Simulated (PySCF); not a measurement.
Species: C₄H₆GeS.
Numbering: `[GeH3:1][c:2]1[cH:3][cH:4][cH:5][s:6]1` (hydrogens: H7, H8, H9 on Ge1; H10 on C3; H11 on C4; H12 on C5)

Geometry (PBE0-D3(BJ)/def2-SVP, Å), atoms numbered from 1 in this order:
```
atom  x, y, z in Å
Ge1    2.2513   -0.1451   -0.2290
C2     0.3175   -0.0656   -0.1873
C3    -0.4820    0.3306    0.8634
C4    -1.8729    0.2480    0.5775
C5    -2.1173   -0.2105   -0.6912
S6    -0.6580   -0.5369   -1.5297
H7     2.7700    0.3711   -1.5818
H8     2.7447   -1.5895   -0.0274
H9     2.7748    0.7399    0.9140
H10   -0.0799    0.6759    1.8180
H11   -2.6614    0.5204    1.2805
H12   -3.0802   -0.3667   -1.1766
```

Theory: PySCF, TDDFT CAM-B3LYP/def2-SVPD, vertical, gas phase, core orbitals frozen in the response. Relativistic effects, spin–orbit coupling among them, are left out although an element past zinc is present.

Computed states:

```
state  E (eV)       f
   S1    5.59   0.170
   S2    5.77   0.091
   S3    6.35  0.0015
   S4    6.44  0.0005
   S5    6.58  0.0057
   S6    6.94  0.0064
```

Broadening: Gaussians 0.5 eV wide at half height, area fixed by f = 4.319×10⁻⁹ ∫ε dν̃. The width is an assumption, not a result. The curve ends short of the highest state used, and states not computed would add to its high-energy end.

(1) What does the envelope look like, and where are its maxima?

(2) Does any computed singlet lie in the visible range?

(3) On this curve, what absorbance would a 10⁻⁵ mol/L sample give at 254 nm over a 1 cm path?

(4) Coming from long wavelengths, where does ε first pass 100 L mol⁻¹ cm⁻¹?

Answers

(1) 
(λ (nm), ε (L mol⁻¹ cm⁻¹)): (195.6, 434), (197.3, 533), (199.1, 762), (200.8, 1144), (202.6, 1776), (204.3, 2621), (206.0, 3717), (207.8, 5125), (209.5, 6624), (211.2, 8193), (213.0, 9796), (214.7, 11119), (216.4, 12137), (218.2, 12782), (219.9, 12929), (221.6, 12627), (223.4, 11867), (225.1, 10820), (226.8, 9555), (228.6, 8099), (230.3, 6719), (232.0, 5415), (233.8, 4180), (235.5, 3184), (237.3, 2321), (239.0, 1678), (240.7, 1184), (242.5, 798), (244.2, 538), (245.9, 355), (247.7, 223), (249.4, 141), (251.1, 88), (252.9, 52), (254.6, 31), (256.3, 18)

Maxima: 220 nm (5.65 eV), ε about 13000, made up of S1 (68%) and S2 (32%) (ε in L mol⁻¹ cm⁻¹; maxima over ε = 5, shares over 10%).

(2) No computed singlet lies in the visible range (380 to 750 nm); the lowest, at 222 nm, stands 2.32 eV above its violet end (3.26 eV).

(3) 254 nm is 4.881 eV, where ε is about 37 L mol⁻¹ cm⁻¹, so A = ε c l ≈ 0.00037 (Beer–Lambert, with the gas-phase spectrum and the assumed width).

(4) At about 251 nm (4.95 eV), 0.64 eV below S1.
